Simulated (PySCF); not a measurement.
C₂H₅IMg, singlet, geometry from GFN2-xTB (such geometries of metal compounds can be far from the true shape) (all electrons, no relativity); CASSCF(2,2)/STO-3G run with PySCF.

Here is a job for PySCF.
```python
from pyscf import gto, scf, mcscf
import numpy

mol = gto.M(
    atom='''
Mg   -0.180080   -1.473086    0.572113
I     0.514236    1.060055    0.318218
C    -1.277174   -2.702690   -0.713806
C    -1.583680   -1.815095   -1.910839
H    -2.211193   -3.052448   -0.269994
H    -0.721151   -3.581996   -1.043787
H    -0.663638   -1.473231   -2.396680
H    -2.163468   -0.934754   -1.613566
H    -2.168963   -2.356745   -2.658992
''',
    basis='sto-3g',
    charge=0,
    spin=0,
    verbose=4,
)

mf = scf.RHF(mol)
mf.kernel()
mc = mcscf.CASSCF(mf, 2, 2)
mc.fix_spin_(ss=0.0)
mc.kernel()
occ = numpy.linalg.eigvalsh(mc.fcisolver.make_rdm1(mc.ci, mc.ncas, mc.nelecas))[::-1]
ss = mc.fcisolver.spin_square(mc.ci, mc.ncas, mc.nelecas)[0]
print('natural occupations', occ.round(4), ' <S^2>', round(ss, 4))
```

Output, abridged:

```
PySCF version 2.14.0

[INPUT] verbose = 4
[INPUT] num. atoms = 9
[INPUT] num. electrons = 82
[INPUT] charge = 0
[INPUT] spin (= nelec alpha-beta = 2S) = 0
[INPUT] symmetry False subgroup None
[INPUT] Mole.unit = angstrom
[INPUT] Symbol           X                Y                Z      unit          X                Y                Z       unit  Magmom
[...]
nuclear repulsion = 316.674586400931
number of shells = 27
number of NR pGTOs = 153
number of NR cGTOs = 51
basis = sto-3g
ecp = {}

******** <class 'pyscf.scf.hf.RHF'> ********
method = RHF
initial guess = minao
damping factor = 0
level_shift factor = 0
DIIS = <class 'pyscf.scf.diis.CDIIS'>
diis_start_cycle = 1
diis_space = 8
diis_damp = 0
SCF conv_tol = 1e-09
SCF conv_tol_grad = None
SCF max_cycles = 50
direct_scf = True
direct_scf_tol = 1e-13
Set gradient conv threshold to 3.16228e-05
Initial guess from minao.
init E= -7103.41365969875
[...]
cycle= 1 E= -7125.55555714816  delta_E= -22.1  |g|= 0.282  |ddm|=  3.4
[...]
cycle= 2 E= -7125.60866407749  delta_E= -0.0531  |g|= 0.073  |ddm|= 0.737
[...]
cycle= 3 E= -7125.61331839743  delta_E= -0.00465  |g|= 0.0218  |ddm|= 0.231
[...]
cycle= 4 E= -7125.61369663618  delta_E= -0.000378  |g|= 0.00561  |ddm|= 0.064
[...]
cycle= 5 E= -7125.61373014544  delta_E= -3.35e-05  |g|= 0.0017  |ddm|= 0.0212
[...]
cycle= 6 E= -7125.61373191785  delta_E= -1.77e-06  |g|= 0.000219  |ddm|= 0.00468
[...]
cycle= 7 E= -7125.61373195418  delta_E= -3.63e-08  |g|= 2.69e-05  |ddm|= 0.000689
[...]
cycle= 8 E= -7125.61373195472  delta_E= -5.33e-10  |g|= 5.34e-06  |ddm|= 7.36e-05
[...]
Extra cycle  E= -7125.61373195472  delta_E= -7.28e-12  |g|= 1.67e-06  |ddm|= 1.19e-05
converged SCF energy = -7125.61373195472

******** <class 'pyscf.mcscf.mc1step.CASSCF'> ********
CAS (1e+1e, 2o), ncore = 40, nvir = 9
max_cycle_macro = 50
max_cycle_micro = 4
conv_tol = 1e-07
conv_tol_grad = None
orbital rotation max_stepsize = 0.02
orbital rotation threshold for CI restart = 0.01
augmented hessian ah_max_cycle = 30
augmented hessian ah_conv_tol = 1e-12
augmented hessian ah_linear dependence = 1e-14
augmented hessian ah_level shift = 1e-08
augmented hessian ah_start_tol = 2.5
augmented hessian ah_start_cycle = 3
augmented hessian ah_grad_trust_region = 3
kf_trust_region = 3
kf_interval = 4
ci_response_space = 4
ci_grad_trust_region = 3
with_dep4 0
natorb = False
canonicalization = True
sorting_mo_energy = False
ao2mo_level = 2
internal_rotation = False
[...]
CASCI E = -7125.61376569538  S^2 = 0.0000000
[...]
               |grad[o]|=0.00101  |grad[c]|=0.00143  |ddm|=0.00475  |maxRot[o]|=0.0699
macro iter   5 (  7 JK    2 micro), CASSCF E = -7125.61409367776  dE = -1.48665274e-04  S^2 = 0.0000000
               |grad[o]|=0.00143  |grad[c]|=0.00102  |ddm|=0.00753  |maxRot[o]|=0.0699
macro iter   6 (  7 JK    2 micro), CASSCF E = -7125.61437434597  dE = -2.80668207e-04  S^2 = 0.0000000
               |grad[o]|=0.00211  |grad[c]|=0.00124  |ddm|=0.0102  |maxRot[o]|=0.0699
macro iter   7 (  7 JK    2 micro), CASSCF E = -7125.61487990357  dE = -5.05557606e-04  S^2 = 0.0000000
               |grad[o]|=0.00319  |grad[c]|=0.00208  |ddm|=0.0125  |maxRot[o]|=0.0699
macro iter   8 ( 21 JK    4 micro), CASSCF E = -7125.61963727128  dE = -4.75736771e-03  S^2 = 0.0000000
               |grad[o]|=0.00488  |grad[c]|=0.0352  |ddm|=0.108  |maxRot[o]|=0.236
macro iter   9 ( 21 JK    4 micro), CASSCF E = -7125.62538153332  dE = -5.74426204e-03  S^2 = 0.0000000
               |grad[o]|=0.0111  |grad[c]|=0.0129  |ddm|=0.0129  |maxRot[o]|=0.172
macro iter  10 ( 20 JK    4 micro), CASSCF E = -7125.62844766244  dE = -3.06612912e-03  S^2 = 0.0000000
               |grad[o]|=0.0116  |grad[c]|=0.00431  |ddm|=0.00861  |maxRot[o]|=0.139
macro iter  11 ( 16 JK    4 micro), CASSCF E = -7125.62890314931  dE = -4.55486875e-04  S^2 = 0.0000000
               |grad[o]|=0.00572  |grad[c]|=0.00391  |ddm|=0.00783  |maxRot[o]|=0.0334
macro iter  12 ( 15 JK    4 micro), CASSCF E = -7125.62928363953  dE = -3.80490214e-04  S^2 = 0.0000000
               |grad[o]|=0.00413  |grad[c]|=0.00326  |ddm|=0.0017  |maxRot[o]|=0.0451
macro iter  13 ( 11 JK    4 micro), CASSCF E = -7125.62944405898  dE = -1.60419459e-04  S^2 = 0.0000000
               |grad[o]|=0.00234  |grad[c]|=0.0012  |ddm|=0.000488  |maxRot[o]|=0.0461
macro iter  14 (  5 JK    2 micro), CASSCF E = -7125.62945493371  dE = -1.08747299e-05  S^2 = 0.0000000
               |grad[o]|=0.000617  |grad[c]|=0.000103  |ddm|=3.37e-05  |maxRot[o]|=0.0158
macro iter  15 (  3 JK    1 micro), CASSCF E = -7125.62945496101  dE = -2.72957550e-08  S^2 = 0.0000000
               |grad[o]|=4.04e-05  |grad[c]|=4.55e-06  |ddm|=5.21e-06  |maxRot[o]|=0.000846
1-step CASSCF converged in  15 macro (176 JK  44 micro) steps
CASSCF canonicalization
Density matrix diagonal elements [1.96463677 0.03536323]
CASSCF energy = -7125.62945496101
CASCI E = -7125.62945496101  E(CI) = -1.19857259360197  S^2 = 0.0000000
natural occupations [1.9658 0.0342]  <S^2> 0.0
```
